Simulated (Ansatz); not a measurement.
Ansatz (a program for electronic structure) input for CH6Cl2OSi2, SMILES Cl[Si]([SiH2]O)(C)Cl, PBE0-D3(BJ)/def2-SVP. 

Ansatz 0.2 input:
```yaml
crystal:
  periodic: [false, false, false]
  atoms:
    - {symbol: C, position_ang: [1.67297867, -1.22834047, -0.80979081]}
    - {symbol: Si, position_ang: [0.42853622, -0.00269944, -0.03969335]}
    - {symbol: Cl, position_ang: [1.29659429, 1.84495204, -0.15057263]}
    - {symbol: Cl, position_ang: [0.35727930, -0.47924379, 1.95920108]}
    - {symbol: Si, position_ang: [-1.69139815, 0.02652671, -0.98299573]}
    - {symbol: O, position_ang: [-2.43595380, -1.39398147, -0.73493322]}
    - {symbol: H, position_ang: [1.32189582, -2.25300091, -0.72519178]}
    - {symbol: H, position_ang: [2.64507989, -1.17191714, -0.32374051]}
    - {symbol: H, position_ang: [1.82168183, -1.01861742, -1.86539368]}
    - {symbol: H, position_ang: [-2.52077569, 1.12154998, -0.46482643]}
    - {symbol: H, position_ang: [-1.65836876, 0.05780468, -2.44055339]}
    - {symbol: H, position_ang: [-2.59553854, -1.76454645, 0.12888022]}
basis:
  gaussian:
    orbitals: def2-SVP
hamiltonian:
  xc: pbe0
  dispersion: d3bj
relax: {f_tol: 0.002, max_steps: 200}
```

Program output:

```
WARN ansatz: RAYON_NUM_THREADS=1 ignored (pool sized by the plan → 1); use --threads N
Functional definition: PBE0
integrals: 0.09 GiB planned
1316 factors; integrals over basis functions are off by at most 6.5e-4 eV
mean field: 0.76 GiB planned
mean field evaluation 1: about -43945.3602 eV, gradient 6.1e1 eV
mean field evaluation 2: about -43936.3886 eV, gradient 8.9e1 eV
mean field evaluation 4: about -43952.8552 eV, gradient 3.7e0 eV
mean field evaluation 8: about -43952.8956 eV, gradient 4.4e-2 eV
mean field -43952.89557940 eV, -1615.2391202002 hartree, gradient 3.0e-5 eV, S^2 0.000000; 0 other end points of the search recorded, 0 dependent functions left out
the calculation of the forces begins
reference -43952.89560857 eV, -1615.2391212721 hartree; 41, 41 occupied and 89, 89 virtual orbitals, 1316 factors
relax step   1: F+E_penalty+E_count = -43953.23955417 eV  Δ(F+E_penalty+E_count) = +0.000e0 eV  max|allowed force component| = 1.501e0 eV/Å  Δτ_max = 0.0000 Å  (26 SCF iters, accepted)
these checks for a lower state are left out or cut short: starts, cluster_reference, orbital_swaps, neighbouring_geometries, increment
integrals: 0.10 GiB planned
1316 factors; integrals over basis functions are off by at most 6.9e-4 eV
mean field: 0.76 GiB planned
mean field evaluation 16: about -43952.8823 eV, gradient 9.9e0 eV
mean field -43953.04709975 eV, -1615.2446884705 hartree, gradient 2.0e-5 eV, S^2 0.000000; 0 other end points of the search recorded, 0 dependent functions left out
the calculation of the forces begins
[...]
mean field: 0.76 GiB planned
mean field -43953.10180943 eV, -1615.2466990142 hartree, gradient 4.5e-5 eV, S^2 0.000000; 0 other end points of the search recorded, 0 dependent functions left out
the calculation of the forces begins
reference -43953.10183863 eV, -1615.2467000872 hartree; 41, 41 occupied and 89, 89 virtual orbitals, 1316 factors
relax step   9: F+E_penalty+E_count = -43953.44988021 eV  Δ(F+E_penalty+E_count) = -7.985e-4 eV  max|allowed force component| = 1.818e-2 eV/Å  Δτ_max = 0.0147 Å  (26 SCF iters, accepted)
these checks for a lower state are left out or cut short: starts, cluster_reference, orbital_swaps, neighbouring_geometries, increment
integrals: 0.10 GiB planned
1316 factors; integrals over basis functions are off by at most 7.1e-4 eV
mean field: 0.76 GiB planned
mean field -43953.10185146 eV, -1615.2467005587 hartree, gradient 4.7e-5 eV, S^2 0.000000; 0 other end points of the search recorded, 0 dependent functions left out
the calculation of the forces begins
reference -43953.10188060 eV, -1615.2467016294 hartree; 41, 41 occupied and 89, 89 virtual orbitals, 1316 factors
relax step  10: F+E_penalty+E_count = -43953.45085083 eV  Δ(F+E_penalty+E_count) = -9.706e-4 eV  max|allowed force component| = 4.293e-2 eV/Å  Δτ_max = 0.0723 Å  (26 SCF iters, accepted)
these checks for a lower state are left out or cut short: starts, cluster_reference, orbital_swaps, neighbouring_geometries, increment
integrals: 0.10 GiB planned
1316 factors; integrals over basis functions are off by at most 7.2e-4 eV
mean field: 0.76 GiB planned
mean field evaluation 64: about -43953.0721 eV, gradient 2.5e0 eV
mean field -43953.10134859 eV, -1615.2466820787 hartree, gradient 5.3e-5 eV, S^2 0.000000; 0 other end points of the search recorded, 0 dependent functions left out
the calculation of the forces begins
reference -43953.10137772 eV, -1615.2466831492 hartree; 41, 41 occupied and 89, 89 virtual orbitals, 1316 factors
relax step  11: F+E_penalty+E_count = -43953.45097901 eV  Δ(F+E_penalty+E_count) = -1.282e-4 eV  max|allowed force component| = 6.837e-2 eV/Å  Δτ_max = 0.0522 Å  (25 SCF iters, accepted)
these checks for a lower state are left out or cut short: starts, cluster_reference, orbital_swaps, neighbouring_geometries, increment
integrals: 0.10 GiB planned
1316 factors; integrals over basis functions are off by at most 7.2e-4 eV
mean field: 0.76 GiB planned
mean field -43953.10192155 eV, -1615.2467031344 hartree, gradient 5.1e-5 eV, S^2 0.000000; 0 other end points of the search recorded, 0 dependent functions left out
the calculation of the forces begins
reference -43953.10195063 eV, -1615.2467042032 hartree; 41, 41 occupied and 89, 89 virtual orbitals, 1316 factors
relax step  12: F+E_penalty+E_count = -43953.45180149 eV  Δ(F+E_penalty+E_count) = -8.225e-4 eV  max|allowed force component| = 6.116e-2 eV/Å  Δτ_max = 0.0547 Å  (25 SCF iters, accepted)
these checks for a lower state are left out or cut short: starts, cluster_reference, orbital_swaps, neighbouring_geometries, increment
integrals: 0.10 GiB planned
1316 factors; integrals over basis functions are off by at most 7.2e-4 eV
mean field: 0.76 GiB planned
mean field -43953.10243337 eV, -1615.2467219433 hartree, gradient 2.5e-5 eV, S^2 0.000000; 0 other end points of the search recorded, 0 dependent functions left out
the calculation of the forces begins
reference -43953.10246246 eV, -1615.2467230126 hartree; 41, 41 occupied and 89, 89 virtual orbitals, 1316 factors
relax step  13: F+E_penalty+E_count = -43953.45226650 eV  Δ(F+E_penalty+E_count) = -4.650e-4 eV  max|allowed force component| = 2.449e-2 eV/Å  Δτ_max = 0.0132 Å  (23 SCF iters, accepted)
these checks for a lower state are left out or cut short: starts, cluster_reference, orbital_swaps, neighbouring_geometries, increment
integrals: 0.10 GiB planned
1316 factors; integrals over basis functions are off by at most 7.2e-4 eV
mean field: 0.76 GiB planned
mean field -43953.10275412 eV, -1615.2467337307 hartree, gradient 4.8e-5 eV, S^2 0.000000; 0 other end points of the search recorded, 0 dependent functions left out
the calculation of the forces begins
reference -43953.10278326 eV, -1615.2467348019 hartree; 41, 41 occupied and 89, 89 virtual orbitals, 1316 factors
relax step  14: F+E_penalty+E_count = -43953.45243188 eV  Δ(F+E_penalty+E_count) = -1.654e-4 eV  max|allowed force component| = 1.523e-2 eV/Å  Δτ_max = 0.0227 Å  (26 SCF iters, accepted)
these checks for a lower state are left out or cut short: starts, cluster_reference, orbital_swaps, neighbouring_geometries, increment
integrals: 0.10 GiB planned
1316 factors; integrals over basis functions are off by at most 7.2e-4 eV
mean field: 0.76 GiB planned
mean field -43953.10273740 eV, -1615.2467331165 hartree, gradient 2.4e-5 eV, S^2 0.000000; 0 other end points of the search recorded, 0 dependent functions left out
the calculation of the forces begins
reference -43953.10276656 eV, -1615.2467341880 hartree; 41, 41 occupied and 89, 89 virtual orbitals, 1316 factors
relax step  15: F+E_penalty+E_count = -43953.45248171 eV  Δ(F+E_penalty+E_count) = -4.983e-5 eV  max|allowed force component| = 7.720e-3 eV/Å  Δτ_max = 0.0092 Å  (23 SCF iters, accepted)
these checks for a lower state are left out or cut short: starts, cluster_reference, orbital_swaps, neighbouring_geometries, increment
integrals: 0.10 GiB planned
1316 factors; integrals over basis functions are off by at most 7.2e-4 eV
mean field: 0.76 GiB planned
mean field evaluation 96: about -43953.1027 eV, gradient 1.2e-5 eV
mean field -43953.10274120 eV, -1615.2467332561 hartree, gradient 1.2e-5 eV, S^2 0.000000; 0 other end points of the search recorded, 0 dependent functions left out
the calculation of the forces begins
reference -43953.10277037 eV, -1615.2467343279 hartree; 41, 41 occupied and 89, 89 virtual orbitals, 1316 factors
relax step  16: F+E_penalty+E_count = -43953.45250501 eV  Δ(F+E_penalty+E_count) = -2.330e-5 eV  max|allowed force component| = 4.165e-3 eV/Å  Δτ_max = 0.0078 Å  (24 SCF iters, accepted)
these checks for a lower state are left out or cut short: starts, cluster_reference, orbital_swaps, neighbouring_geometries, increment
integrals: 0.10 GiB planned
1316 factors; integrals over basis functions are off by at most 7.2e-4 eV
mean field: 0.76 GiB planned
mean field -43953.10274902 eV, -1615.2467335433 hartree, gradient 8.4e-5 eV, S^2 0.000000; 0 other end points of the search recorded, 0 dependent functions left out
the calculation of the forces begins
reference -43953.10277818 eV, -1615.2467346152 hartree; 41, 41 occupied and 89, 89 virtual orbitals, 1316 factors
relax step  17: F+E_penalty+E_count = -43953.45251064 eV  Δ(F+E_penalty+E_count) = -5.632e-6 eV  max|allowed force component| = 5.320e-3 eV/Å  Δτ_max = 0.0032 Å  (20 SCF iters, accepted)
these checks for a lower state are left out or cut short: starts, cluster_reference, orbital_swaps, neighbouring_geometries, increment
integrals: 0.10 GiB planned
1316 factors; integrals over basis functions are off by at most 7.2e-4 eV
mean field: 0.76 GiB planned
mean field -43953.10276441 eV, -1615.2467341089 hartree, gradient 1.6e-5 eV, S^2 0.000000; 0 other end points of the search recorded, 0 dependent functions left out
the calculation of the forces begins
reference -43953.10279357 eV, -1615.2467351807 hartree; 41, 41 occupied and 89, 89 virtual orbitals, 1316 factors
relax step  18: F+E_penalty+E_count = -43953.45251164 eV  Δ(F+E_penalty+E_count) = -9.942e-7 eV  max|allowed force component| = 2.585e-3 eV/Å  Δτ_max = 0.0008 Å  (20 SCF iters, accepted)
these checks for a lower state are left out or cut short: starts, cluster_reference, orbital_swaps, neighbouring_geometries, increment
integrals: 0.10 GiB planned
1316 factors; integrals over basis functions are off by at most 7.2e-4 eV
mean field: 0.76 GiB planned
mean field -43953.10277386 eV, -1615.2467344561 hartree, gradient 2.5e-5 eV, S^2 0.000000; 0 other end points of the search recorded, 0 dependent functions left out
the calculation of the forces begins
reference -43953.10280302 eV, -1615.2467355280 hartree; 41, 41 occupied and 89, 89 virtual orbitals, 1316 factors
relax step  19: F+E_penalty+E_count = -43953.45251213 eV  Δ(F+E_penalty+E_count) = -4.938e-7 eV  max|allowed force component| = 3.965e-3 eV/Å  Δτ_max = 0.0008 Å  (19 SCF iters, accepted)
these checks for a lower state are left out or cut short: starts, cluster_reference, orbital_swaps, neighbouring_geometries, increment
integrals: 0.10 GiB planned
1316 factors; integrals over basis functions are off by at most 7.2e-4 eV
mean field: 0.76 GiB planned
mean field -43953.10277622 eV, -1615.2467345430 hartree, gradient 2.8e-5 eV, S^2 0.000000; 0 other end points of the search recorded, 0 dependent functions left out
the calculation of the forces begins
reference -43953.10280539 eV, -1615.2467356148 hartree; 41, 41 occupied and 89, 89 virtual orbitals, 1316 factors
relax step  20: F+E_penalty+E_count = -43953.45251269 eV  Δ(F+E_penalty+E_count) = -5.594e-7 eV  max|allowed force component| = 1.086e-3 eV/Å  Δτ_max = 0.0007 Å  (19 SCF iters, accepted)
integrals: 0.10 GiB planned
1316 factors; integrals over basis functions are off by at most 7.2e-4 eV
mean field: 0.76 GiB planned
mean field evaluation 128: about -43953.1028 eV, gradient 2.7e-5 eV
mean field -43953.10277622 eV, -1615.2467345430 hartree, gradient 2.8e-5 eV, S^2 0.000000; 1 other end points of the search recorded, 0 dependent functions left out
the calculation of the forces begins
reference -43953.10280539 eV, -1615.2467356148 hartree; 41, 41 occupied and 89, 89 virtual orbitals, 1316 factors
Total energy: -43953.45254185 eV, -1615.2595881929 hartree
Atom 0 at     1.673520    -1.215290    -0.844449 Å, force    -0.000204    -0.000021     0.000262 eV/Å
Atom 1 at     0.437022    -0.031184    -0.118157 Å, force     0.000033     0.000068     0.000682 eV/Å
Atom 2 at     1.271042     1.866101    -0.065133 Å, force    -0.000395    -0.000476    -0.000001 eV/Å
Atom 3 at     0.056705    -0.644342     1.847206 Å, force     0.000222     0.000228    -0.000143 eV/Å
Atom 4 at    -1.711876    -0.002494    -1.042275 Å, force     0.000277    -0.001086    -0.000132 eV/Å
Atom 5 at    -2.426397    -1.432282    -0.553206 Å, force     0.000427     0.000714    -0.000070 eV/Å
Atom 6 at     1.247572    -2.229994    -0.871453 Å, force     0.000153    -0.000246    -0.000004 eV/Å
Atom 7 at     2.590387    -1.231491    -0.236038 Å, force    -0.000270     0.000087    -0.000252 eV/Å
Atom 8 at     1.934970    -0.912576    -1.869941 Å, force     0.000268     0.000069    -0.000141 eV/Å
Atom 9 at    -2.424086     1.215529    -0.545763 Å, force    -0.000221     0.000530     0.000011 eV/Å
Atom 10 at    -1.704409    -0.005715    -2.531087 Å, force    -0.000363     0.000202    -0.000138 eV/Å
Atom 11 at    -2.302438    -1.637775     0.380686 Å, force     0.000074    -0.000070    -0.000075 eV/Å
Dipole moment:     0.130812    -0.196035    -0.144694 e Å
```

The run converged.
